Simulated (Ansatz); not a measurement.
Correlation energies of `[SiH3][SiH]1[CH2][SbH]1` by basis set

Z-matrix (Å, degrees):
```
Si
Si 1 2.319
H 1 1.487 2 107.4
H 1 1.489 2 112.1 3 -119.7
H 1 1.486 2 110.3 3 119.2
C 2 1.851 1 118.1 3 31.9
Sb 2 2.523 1 118.2 3 -36.3
H 2 1.485 1 117.7 3 176.6
H 6 1.086 2 118.1 1 145.8
H 6 1.085 2 120.3 1 0.7
H 7 1.713 2 89.2 1 15.0
```

Charge 0, multiplicity 1. Correlated methods include outer-core shells of Sb, which these sets cover unevenly. Sb takes the def2 core potential. The geometry is a stationary point of PBE0-D4/def2-TZVP. Frozen core, restricted reference, Ansatz 0.2.0.

| basis | HF (Eh) | MP2 corr. | CCSD corr. | (T) | CCSD(T) total |
| --- | --- | --- | --- | --- | --- |
| def2-SVP | ? | ? | -0.52368 | -0.01887 | ? |
| def2-TZVPP | -859.07149 | ? | ? | -0.03272 | ? |
| def2-QZVPP | -859.09257 | -1.04801 | – | – | – |

Task: Fill in the withheld values. (Best estimate.)

Result: Computed: def2-SVP HF (Eh): -858.81105; def2-SVP MP2 corr.: -0.46206; def2-SVP CCSD(T) total: -859.35360; def2-TZVPP MP2 corr.: -0.77929; def2-TZVPP CCSD corr.: -0.81786; def2-TZVPP CCSD(T) total: -859.92207.
